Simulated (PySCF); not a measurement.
First SCF of a structure search on singlet MoCl4, at a hand-made see-saw geometry. PySCF input:

```python
from pyscf import gto, scf, dft
mol = gto.M(atom='''
Mo     0.000000     0.000000     0.000000
Cl     0.000000     2.361000     0.206600
Cl    -0.000000    -2.361000     0.206600
Cl     1.867600     0.000000     1.459100
Cl    -1.867600     0.000000     1.459100''',
    basis={'Mo': 'def2-TZVP', 'Cl': 'def2-TZVP'},
    ecp={'Mo': 'def2-TZVP'},
    charge=0, spin=0)
mf = dft.RKS(mol, xc='PBE0')
mf.grids.atom_grid = (50, 194)
aux = {'Mo': 'def2-universal-JKFIT', 'Cl': 'def2-universal-JKFIT'}
mf = mf.density_fit(auxbasis=aux)
mf.conv_tol = 1e-08
mf.diis_space = 10
mf.max_cycle = 60
mf.init_guess = 'minao'
mf.verbose = 4
mf.kernel()
```

Excerpt of the output (cycles and frontier levels):

```
init E= -1901.96497805755
  HOMO = -0.416017903906224  LUMO = -0.413561089804462  gap/eV = 0.06685
cycle= 1 E= -1908.44695696319  delta_E= -6.48  |g|= 0.54  |ddm|= 4.03
  HOMO = -0.241094845335953  LUMO = -0.197093535657868  gap/eV = 1.19734
cycle= 2 E= -1908.07559293647  delta_E= 0.371  |g|=  1.4  |ddm|=  1.4
  HOMO = -0.214486018546337  LUMO = -0.140276136357408  gap/eV = 2.01935
cycle= 3 E= -1908.47695548787  delta_E= -0.401  |g|= 0.457  |ddm|= 1.02
  HOMO = -0.274945038915459  LUMO = -0.203041887806262  gap/eV = 1.95658
cycle= 4 E= -1908.52338582881  delta_E= -0.0464  |g|= 0.168  |ddm|= 0.412
  HOMO = -0.266245496121699  LUMO = -0.195752841897782  gap/eV = 1.91820
cycle= 5 E= -1908.52953198712  delta_E= -0.00615  |g|= 0.0655  |ddm|= 0.148
  HOMO = -0.268469846107884  LUMO = -0.195042414431476  gap/eV = 1.99806
cycle= 6 E= -1908.53079220595  delta_E= -0.00126  |g|= 0.00909  |ddm|= 0.0664
  HOMO = -0.268015894319752  LUMO = -0.194579012181949  gap/eV = 1.99832
cycle= 7 E= -1908.53080853188  delta_E= -1.63e-05  |g|= 0.00416  |ddm|= 0.01
  HOMO = -0.268367883211405  LUMO = -0.194880159777002  gap/eV = 1.99970
cycle= 8 E= -1908.53081391849  delta_E= -5.39e-06  |g|= 0.00116  |ddm|= 0.00485
  HOMO = -0.268442424467985  LUMO = -0.19500315921941  gap/eV = 1.99838
cycle= 9 E= -1908.53081452978  delta_E= -6.11e-07  |g|= 0.000358  |ddm|= 0.00204
  HOMO = -0.268454257686784  LUMO = -0.195040764627319  gap/eV = 1.99768
cycle= 10 E= -1908.53081461997  delta_E= -9.02e-08  |g|= 0.000144  |ddm|= 0.00105
  HOMO = -0.268450915682428  LUMO = -0.195040613904045  gap/eV = 1.99760
cycle= 11 E= -1908.53081462966  delta_E= -9.69e-09  |g|= 3.59e-05  |ddm|= 0.000277
  HOMO = -0.268440867349536  LUMO = -0.195032429463402  gap/eV = 1.99755
Extra cycle  E= -1908.53081462683  delta_E= 2.83e-09  |g|= 0.000115  |ddm|= 0.000107
converged SCF energy = -1908.53081462683
```

No lower solution of this spin was found from smeared starts or by a stability analysis within the restricted form, which does not test spin polarisation.

At the minimum of this search the closed-shell solution is unstable towards spin polarisation, so a lower open-shell solution exists.

The search for the lowest solution, 3 starts and the stability check together, took 32 s on 4 threads of a shared Arm Neoverse V1 host, with 188 basis functions; the process peaked at 0.84 GiB. Launch command: `OMP_NUM_THREADS=4 python axn.py task.json out`.
